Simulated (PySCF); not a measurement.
# What a mistake does to a calculation on BC2H6O

These are calculations, not measurements. The program is PySCF 2.14.0, an open-source quantum chemistry code, run on an isolated molecule that a program drew, which may never have been made. The molecule is BC2H6O (charge 0, doublet), drawn as the SMILES string `[CH2]CBO`.

Each row is a Hartree-Fock (HF) and frozen-core CCSD(T) single point in the cc-pVDZ basis, meant for a local HF minimum. Run 1 is clean. Each other run has one planted mistake out of seven kinds, and not every kind appears here: one electron removed, one electron added, multiplicity raised by two, geometry at a saddle point, minimal basis STO-3G, one bond length entered in bohr, all coordinates scaled. The reference is restricted for singlets and unrestricted otherwise, and also for a bond in bohr. Adding or removing an electron swaps singlet and doublet. Electrons count all cores. HOMO and LUMO are orbital energies over both spins, the gradient is its largest component, and the lowest frequency (negative if imaginary) is given only where the gradient is small. Bond lengths are over the 9 bonds as drawn. T1 is the CCSD diagnostic: over 0.02 (restricted) or 0.045 (unrestricted) a single reference is doubtful.

Geometry of the clean run:
```xyz
10
BC2H6O, angstrom
C     0.3304    0.8131   -1.3205
C     0.2698    0.6225    0.1662
B    -0.3617   -0.7407    0.6955
O    -0.8312   -1.7131   -0.1113
H    -0.5031    1.2400   -1.8658
H     1.1826    0.4717   -1.8963
H    -0.3000    1.4352    0.6355
H     1.2736    0.6946    0.6047
H    -0.4406   -0.9495    1.8774
H    -0.7511   -1.5115   -1.0328
```

| run | electrons | basis functions | <S^2> | HOMO (eV) | LUMO (eV) | gradient (hartree/bohr) | lowest frequency (cm^-1) | mean bond (Å) | longest bond (Å) | T1 | HF (hartree) | CCSD(T) (hartree) | mistake |
|---|---|---|---|---|---|---|---|---|---|---|---|---|---|
| 1 | 31 | 86 | 0.763 | -9.41 | 3.49 | 2.4e-05 | 122 | 1.2170 | 1.593 | 0.0141 | -178.79467 | -179.38648 | no fault |
| 2 | 31 | 86 | 3.777 | -4.72 | -2.30 | 7.7e-02 | - | 1.2170 | 1.593 | 0.0253 | -178.53351 | -179.12809 | multiplicity raised by two |
| 3 | 31 | 86 | 0.770 | -9.75 | 3.34 | 7.4e-02 | - | 1.3254 | 1.735 | 0.0164 | -178.73363 | -179.34317 | ? |
| 4 | 32 | 86 | 0.000 | 0.56 | 9.14 | 2.0e-02 | - | 1.2170 | 1.593 | 0.0159 | -178.71164 | -179.34413 | ? |

**Which mistake was planted in run 3, and what did it cost?**

The mean and the longest bond both change by the same factor, 1.089, and the gradient is no longer small. So the mistake is: all coordinates scaled. Subtracting run 1 and multiplying by 627.51 kcal/mol a hartree, the energy moved by 38.3 kcal/mol in HF and 27.2 kcal/mol in CCSD(T).

**Which mistake was planted in run 4, and what did it cost?**

It counts 32 electrons, one more than the clean run, at the same geometry and basis. So the mistake is: one electron added. Subtracting run 1 and multiplying by 627.51 kcal/mol a hartree, the energy moved by 52.1 kcal/mol in HF and 26.6 kcal/mol in CCSD(T).

Cautions from the logs. Run 4: the HOMO is above zero, so the electron isn't bound and the energy depends on the basis.
